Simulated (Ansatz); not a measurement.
Stepwise reaction of `[SiH3][GeH2][SiH3]` with water, as a gas-phase model of exchange steps in deposition or etching. ΔE in kJ/mol.

Gas-phase electronic energies from Ansatz, PBE0-D4/def2-TZVP geometries. CBS: MP2 limit from def2 TZ/QZ plus the TZ coupled-cluster correction, frozen cores. This one scheme is used for every species. Functionals use def2-TZVPP. B3LYP here is the variant with VWN-RPA as its local correlation; programs differ in this. For Ge outer-core shells are correlated without core-valence functions, which leaves a few kJ/mol of doubt a bond. Scalar relativity is left out up to krypton. Each species was taken in one conformer, which may not be the lowest.

```
step                                                reaction  PBE-D4  B3LYP-D4  ωB97M-V  CCSD(T)/CBS
   1  `[SiH3][GeH2][SiH3]` + H₂O → `[OH][GeH2][SiH3]` + SiH₄    18.1       4.8      5.0         12.6
```

(1) Give the row of step 2, `[OH][GeH2][SiH3]` + H₂O → `[OH][GeH2][OH]` + SiH₄. (Estimate.)

(2) By hand: ΔE of the 2 steps together at CCSD(T)/CBS.

Results:

(1) The calculation gave: 
```json
{"step": "2", "reaction": "`[OH][GeH2][SiH3]` + H₂O → `[OH][GeH2][OH]` + SiH₄", "PBE-D4": "-15.2", "B3LYP-D4": "-28.7", "ωB97M-V": "-32.3", "CCSD(T)/CBS": "-26.9"}
```

(2) (12.6) + (-26.9) = -14.3 kJ/mol, or -7.1 kJ/mol a step.

In ΔE each step is lower than the one before. PBE-D4 differs from CCSD(T)/CBS by 5.5 to 11.7 kJ/mol a step. Isolated molecules leave out the surface, adducts and barriers. Largest T1 diagnostic: 0.012.
